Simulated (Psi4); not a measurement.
Pair of molecules, SMILES N with SMILES Br (the first has 4 atoms); geometry from B3LYP-D3(BJ)/def2-TZVP, rigid monomers moved along the line of their centres of mass till N1···H6 is 2.97 Å.
(charge 0, multiplicity 1):
```xyz
6

N      0.2635    -0.0225     0.4461
H      1.1958     0.0311     0.0518
H     -0.1763    -0.8770     0.1234
H     -0.2766     0.7669     0.1102
Br     0.4653     0.0259     4.9259
H      0.3972     0.0095     3.4139
```

Level of theory: SAPT0/aug-cc-pVDZ (Psi4).

**Question.** Which attractive term is largest, and how does the interaction split up?

**Answer.** electrostatics -3.03, exchange 0.63, induction -0.53, dispersion -0.64, total -3.56 kcal/mol; the largest attraction is electrostatics.
